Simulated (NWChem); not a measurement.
System: C2H7NSi; SMILES C/N=C\[SiH3]

Parts of the log:

```
             Northwest Computational Chemistry Package (NWChem) 7.3.0
             --------------------------------------------------------

                             Geometry "geometry" -> ""
                             -------------------------

 Output coordinates in angstroms (scale by  1.889725989 to convert to a.u.)

  No.       Tag          Charge          X              Y              Z
 ---- ---------------- ---------- -------------- -------------- --------------
    1 C                    6.0000    -0.76683645    -1.69617838     0.00152240
    2 N                    7.0000     0.64259455    -1.34141738     0.01781640
    3 C                    6.0000     0.97156455    -0.10114438    -0.00072760
    4 Si                  14.0000    -0.19801645     1.42500163    -0.01367260
    5 H                    1.0000    -1.39334745    -1.02391738    -0.71689260
    6 H                    1.0000    -0.88746045    -2.79711438    -0.30083760
    7 H                    1.0000    -1.19537045    -1.56706738     1.07525840
    8 H                    1.0000     2.06579255     0.10857363     0.03421440
    9 H                    1.0000    -1.07402245     1.43559163    -1.23985060
   10 H                    1.0000    -1.09844845     1.38835563     1.19423040
   11 H                    1.0000     0.62855655     2.67941363     0.01581040

 Effective nuclear repulsion energy (a.u.)     154.8683490927

                                Z-matrix (autoz)
                                --------

 Units are Angstrom for bonds and degrees for angles

[...]

      ----------------------
      Optimization converged
      ----------------------

  Step       Energy      Delta E   Gmax     Grms     Xrms     Xmax
  ---- ---------------- -------- -------- -------- -------- --------
@   23    -424.10993308 -4.3D-10  0.00000  0.00000  0.00002  0.00004
                                     ok       ok       ok       ok

                                Z-matrix (autoz)
                                --------

 Units are Angstrom for bonds and degrees for angles

[...]

 Rotational Constants
 --------------------
 A=   0.420876 cm-1  (  0.605533 K)
 B=   0.113827 cm-1  (  0.163768 K)
 C=   0.094188 cm-1  (  0.135512 K)

 Temperature                      =   298.15K
 frequency scaling parameter      =   1.0000

 Zero-Point correction to Energy  =   50.500 kcal/mol  (  0.080477 au)
 Thermal correction to Energy     =   54.382 kcal/mol  (  0.086663 au)
 Thermal correction to Enthalpy   =   54.974 kcal/mol  (  0.087607 au)

 Total Entropy                    =   76.255 cal/mol-K
   - Translational                =   38.764 cal/mol-K (mol. weight =  73.0348)
   - Rotational                   =   25.372 cal/mol-K (symmetry #  =        1)
   - Vibrational                  =   12.119 cal/mol-K

 Cv (constant volume heat capacity) =   21.171 cal/mol-K
   - Translational                  =    2.979 cal/mol-K
   - Rotational                     =    2.979 cal/mol-K
   - Vibrational                    =   15.212 cal/mol-K

[normal modes left out]

 ----------------------------------------------------------------------------
 Normal Eigenvalue ||           Projected Infra Red Intensities
  Mode   [cm**-1]  || [atomic units] [(debye/angs)**2] [(KM/mol)] [arbitrary]
 ------ ---------- || -------------- ----------------- ---------- -----------
    1       -0.000 ||    0.000115           0.003         0.112       0.047
    2       -0.000 ||    0.000232           0.005         0.226       0.096
    3       -0.000 ||    0.000000           0.000         0.000       0.000
    4       -0.000 ||    0.000582           0.013         0.568       0.241
    5        0.000 ||    0.000091           0.002         0.089       0.038
    6        0.000 ||    0.000059           0.001         0.057       0.024
    7      114.159 ||    0.000124           0.003         0.121       0.051
    8      160.579 ||    0.000637           0.015         0.621       0.263
    9      202.619 ||    0.000251           0.006         0.244       0.104
   10      324.955 ||    0.014780           0.341        14.408       6.106
   11      449.833 ||    0.005446           0.126         5.309       2.250
   12      557.761 ||    0.022509           0.519        21.943       9.299
   13      588.655 ||    0.012251           0.283        11.943       5.061
   14      730.677 ||    0.060176           1.388        58.663      24.861
   15      846.930 ||    0.023928           0.552        23.326       9.885
   16      869.656 ||    0.174914           4.035       170.515      72.262
   17      906.018 ||    0.028030           0.647        27.325      11.580
   18      913.271 ||    0.035631           0.822        34.735      14.720
   19      973.473 ||    0.016193           0.374        15.786       6.690
   20     1080.580 ||    0.000653           0.015         0.637       0.270
   21     1102.512 ||    0.004297           0.099         4.189       1.775
   22     1306.587 ||    0.015891           0.367        15.491       6.565
   23     1352.148 ||    0.002098           0.048         2.045       0.867
   24     1389.053 ||    0.003099           0.071         3.021       1.280
   25     1416.181 ||    0.019409           0.448        18.921       8.019
   26     1662.805 ||    0.018447           0.426        17.983       7.621
   27     2152.437 ||    0.043142           0.995        42.057      17.823
   28     2160.204 ||    0.095094           2.194        92.703      39.286
   29     2179.411 ||    0.101979           2.353        99.414      42.131
   30     2882.836 ||    0.047113           1.087        45.928      19.464
   31     2974.888 ||    0.026702           0.616        26.030      11.031
   32     3007.437 ||    0.019447           0.449        18.958       8.034
   33     3036.527 ||    0.005458           0.126         5.321       2.255
 ----------------------------------------------------------------------------
```

Level: PBE-D3(BJ)/def2-SVP. 

Question: Reconstruct the input file.

Answer: This is not unique; one that fits is the input that was run:
```
start job
memory heap 200 mb stack 900 mb global 1100 mb
geometry units angstroms noautosym
  C     -0.751221    -1.713107     0.002360
  N      0.658210    -1.358346     0.018654
  C      0.987180    -0.118073     0.000110
  Si    -0.182401     1.408073    -0.012835
  H     -1.377732    -1.040846    -0.716055
  H     -0.871845    -2.814043    -0.300000
  H     -1.179755    -1.583996     1.076096
  H      2.081408     0.091645     0.035052
  H     -1.058407     1.418663    -1.239013
  H     -1.082833     1.371427     1.195068
  H      0.644172     2.662485     0.016648
end
basis spherical
  * library def2-svp
end
dft
  xc xpbe96 cpbe96
  disp vdw 4
  grid fine
  iterations 150
end
driver
  maxiter 120
  tight
end
task dft optimize
task dft freq
```
